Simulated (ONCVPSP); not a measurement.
Potentials for lithium (Li) compared

Generated with ld1.x 7.5 (TM, RRKJ, ultrasoft, PAW), atompaw 4.2 or ONCVPSP 4.0.1. The cutoff is in Ry: for ld1.x and atompaw files where the sum of valence levels is converged to 10 mRy in a Bessel basis, for ONCV files where the hardest occupied wave has 1 mHa per electron of residual kinetic energy. The error is the largest all-electron minus pseudo excitation energy over each file’s own four to seven test configurations (ionisations up to +4, promotions, holes and added fractions of an electron), all of which were solved. The labels leave out finer settings (local radius, basis sizes, second energies), which also bear on the numbers. Spin-polarised tests are not counted. The rows are a selection from randomly drawn settings: files with unsolved tests, undetermined cutoffs or missed reference levels are left out.

```tsv
potential	cutoff (Ry)	largest error (meV)	bound ghosts
ONCV, PBE, scalar-relativistic, rc 1.35/1.40/1.25 (spd), local smoothed, core correction no, reference 1s2 2s1, qcut 10.8/7.1/8.5, projectors 2/2/2	70	+1176	none
ONCV, PBE, non-relativistic, rc 1.00/0.85 (sp), local smoothed, core correction no, reference 1s2 2s1, qcut 10.2/11.1, projectors 2/2	85	+710	none
```

(1) Fill in the row for Li: ONCV, BLYP, scalar-relativistic, rc 1.05/1.10/1.10 (spd), local smoothed, core correction no, reference 1s2 2s1, qcut 9.1/7.4/7.8, projectors 2/1/2.

(2) Fill in the row for Li: ONCV, PW91, scalar-relativistic, rc 2.05/4.00 (sp), local s, core correction yes, reference 2s0.75 2p0.25, qcut 2.2/2.5, projectors 0/1.

(3) Fill in the row for Li: ONCV, PBE, fully relativistic, rc 1.35/1.35 (sp), local smoothed, core correction no, reference 1s2 2s1, qcut 6.7/6.3, projectors 2/2.

Answers

(1) cutoff 79 Ry, largest error +808 meV, bound ghosts: none.

(2) cutoff 4 Ry, largest error -3.8 meV, bound ghosts: none.

(3) cutoff 105 Ry, largest error +1782 meV, bound ghosts: none.
